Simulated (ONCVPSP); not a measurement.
# Configuration tests for antimony (ONCV)

antimony (Sb), optimised norm-conserving Vanderbilt (ONCV), made with ONCVPSP 4.0.1 (LDA (Perdew-Wang 92), scalar-relativistic). Core [Ar] 3d10, reference 4s2 4p6 4d10 5s1 5p4. Waves: 4s+5s: rc 1.40 bohr, ncon 3, nbas 6, qcut 9.3 1/bohr, 2 projectors; 4p+5p: rc 1.50 bohr, ncon 3, nbas 6, qcut 7.5 1/bohr, 2 projectors; 4d: rc 1.35 bohr, ncon 4, nbas 8, qcut 13.6 1/bohr, 2 projectors, debl 3.8 Ha. Local part: polynomial inside 1.00 bohr (lpopt 5, dvloc0 2 Ha). Core correction: Teter function, fcfact 6, rcfact 1.7.

Energies are relative to the spin-unpolarised reference configuration 4s2 4p6 4d10 5s1 5p4; without spin polarisation the order of configurations can differ from experiment.

```tsv
valence configuration	charge	ΔE all-electron (eV)	error AE − PS (meV)
4s2 4p6 4d10 5s2 5p1	+2	16.550	-5.4
4s2 4p6 4d10 5s1 5p3	+1	9.124	-1.7
```

What are ΔE and the potential's error for 4s2 4p6 4d10 5s2 5p3?

ΔE = -8.212 eV all-electron; the error (AE − PS) is -0.6 meV.

What are ΔE and the potential's error for 4s2 4p6 4d10 5s2 5p2?

ΔE = 0.303 eV all-electron; the error (AE − PS) is -2.2 meV.

Levels in the configuration 4s2 4p6 4d10 5s2 5p1:

| level | all-electron (eV) | pseudo (eV) |
| --- | --- | --- |
| 4s | -167.038 | -167.024 |
| 4p | -120.134 | -120.132 |
| 4d | -51.992 | -51.994 |
| 5s | -29.817 | -29.814 |
| 5p | -20.407 | -20.406 |
